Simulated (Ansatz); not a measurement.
CH7NOSSi, SMILES `CS[SiH](N)O`, relaxed with RKS PBE0-D4/def2-TZVP in Ansatz from a PBE-D4/def2-SVP geometry. The force threshold is 0.005 eV/Å; the program also tests the step.

Total charge 0; spin multiplicity 1.

Start:

```xyz
12

C     2.167    0.449   -0.512
S     0.758   -0.508   -1.212
Si   -0.699   -0.386    0.357
N    -2.264   -0.702   -0.308
O    -0.502    1.177    0.956
H     2.743   -0.161    0.212
H     2.825    0.716   -1.360
H     1.796    1.368   -0.022
H    -0.542   -1.390    1.469
H    -2.725   -1.593   -0.111
H    -2.528   -0.331   -1.224
H    -1.029    1.361    1.755
```

Q: How much energy does the relaxation release, and in how many steps? (Best estimate.)

A: Computed: 8.35 kJ/mol, in 18 steps, 2 of them rejected.

Q: Which bonds change most? (Estimate.)

A: The calculation gave: Si3–O5 from 1.685 to 1.646 Å; S2–Si3 from 2.145 to 2.118 Å; Si3–N4 from 1.730 to 1.703 Å; C1–S2 from 1.841 to 1.817 Å.

Q: Give the relaxed structure. (Best estimate.)

A: Computed: 
```xyz
12

C     2.152    0.438   -0.500
S     0.723   -0.373   -1.277
Si   -0.675   -0.353    0.313
N    -2.232   -0.720   -0.272
O    -0.552    1.156    0.958
H     2.557   -0.173    0.306
H     2.910    0.549   -1.275
H     1.872    1.419   -0.120
H    -0.390   -1.375    1.355
H    -2.637   -1.626   -0.104
H    -2.610   -0.282   -1.096
H    -1.117    1.341    1.711
```
